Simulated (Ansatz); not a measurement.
`C[SiH2][SiH2]Cl` + `C[CH2][Zn][F]` → `C[SiH2][SiH](C)Cl` + `[CH3][Zn][F]`  (redistribution)

Program: Ansatz. Geometries: PBE0-D4/def2-TZVP. ΔE: electronic, gas phase. CCSD(T)/CBS adds triple-zeta CCSD(T) − MP2 to the extrapolated MP2 energy (def2 sets, frozen cores). This one scheme is used for every species. Functionals use def2-TZVPP. B3LYP here is the variant with VWN-RPA as its local correlation; programs differ in this. For Zn outer-core shells are correlated without core-valence functions, which leaves a few kJ/mol of doubt a bond. Scalar relativity is left out up to krypton. Each species was taken in one conformer, which may not be the lowest.

```tsv
level	ΔE (kJ/mol)	difference from CCSD(T)/CBS
r2SCAN-D4	-70.2	-2.6
PBE0-D4	-67.8	-0.2
B3LYP-D4	-66.5	1.1
ωB97X-V	-66.2	1.4
ωB97M-V	-69.6	-2.0
PBE	-64.0	3.6
PBE0	-65.5	2.1
B3LYP	-62.9	4.7
HF/def2-TZVPP	-61.2	6.4
SCS-MP2/def2-TZVPP	-64.7	2.9
CCSD/def2-TZVPP	-65.1	2.5
CCSD(T)/def2-TZVPP	-65.9	1.7
MP2/def2-QZVPP	-70.3	-2.7
SCS-MP2/def2-QZVPP	-65.7	1.9
HF/CBS(def2)	-61.5	6.1
CCSD/CBS(def2)	-66.8	0.8
CCSD(T)/CBS	-67.6	0
```

Largest T1 diagnostic among the species: 0.016.

In def2-TZVPP, CCSD(T) changes the Hartree–Fock value by −4.7 kJ/mol (the triples alone add −0.8 kJ/mol) and MP2 by −8.1 kJ/mol. The D4 term adds −3.6 kJ/mol with B3LYP and −2.2 kJ/mol with PBE0; it sums over pairs of atoms, weighted by their polarisabilities, and B3LYP, whose exchange is more repulsive, gets the larger term.
